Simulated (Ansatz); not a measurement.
Cost and result up the ladder for Cu5H5 (10 atoms). Charge 0, multiplicity 1. Geometry: PBE-D4/def2-SVP.

Cartesian coordinates in Å:
```
Cu 1.759 -1.161 0.499
Cu -0.804 1.950 -1.096
Cu 0.667 0.025 -1.218
Cu -1.387 -0.127 0.017
Cu -0.249 -1.306 1.709
H 1.307 -1.745 1.959
H 2.170 -0.554 -0.956
H -1.783 -0.838 1.431
H -0.704 3.432 -0.773
H -0.975 0.323 -1.573
```

Ansatz on 4 threads of Arm Neoverse V2 on a shared host. Times are rough, and most runs start from the orbitals of an earlier one. PBE0-D4/def2-TZVP serves as the yardstick here, not as an exact answer. Differences are given only for rows in sets of like size (and for xTB, whose basis is part of the method), since another set adds its own error. Binding counts from free atoms at the same level (Cu doublet, H doublet; other spins of the atoms weren't run), without zero-point energy or a counterpoise term.

HSE06 is defined as in plane-wave codes, on full-range PBE exchange. Correlated methods freeze 45 core orbitals. The rows differ in basis, and correlated rows in double-zeta sets carry the largest basis error. No other spin state of charge 0 was run. Another isomer (singlet) lies 0.96 eV lower at PBE0-D4/def2-TZVP; other spin states weren't run for this one.

Correlated methods converge slowly with the basis, most of all in double-zeta sets.

```json
{"level": "PBE-D4/def2-TZVP (with forces)", "functions": "255", "wall time": "7.5 s", "binding energy per atom (eV)": "2.25", "difference from PBE0-D4/def2-TZVP (eV)": "0.14"}
{"level": "HF/def2-TZVP", "functions": "255", "wall time": "9 s", "binding energy per atom (eV)": "1.19", "difference from PBE0-D4/def2-TZVP (eV)": "-0.92"}
{"level": "HSE06-D4/def2-TZVP", "functions": "255", "wall time": "12 s", "binding energy per atom (eV)": "2.11", "difference from PBE0-D4/def2-TZVP (eV)": "-0.01"}
{"level": "PBE0-D4/def2-TZVP", "functions": "255", "wall time": "13 s", "binding energy per atom (eV)": "2.11", "difference from PBE0-D4/def2-TZVP (eV)": "0.00"}
{"level": "r2SCAN-D4/def2-TZVP", "functions": "255", "wall time": "14 s", "binding energy per atom (eV)": "2.33", "difference from PBE0-D4/def2-TZVP (eV)": "0.22"}
{"level": "CCSD(T)/def2-SVP", "functions": "180", "wall time": "89 s", "binding energy per atom (eV)": "2.17", "difference from PBE0-D4/def2-TZVP (eV)": "–"}
```
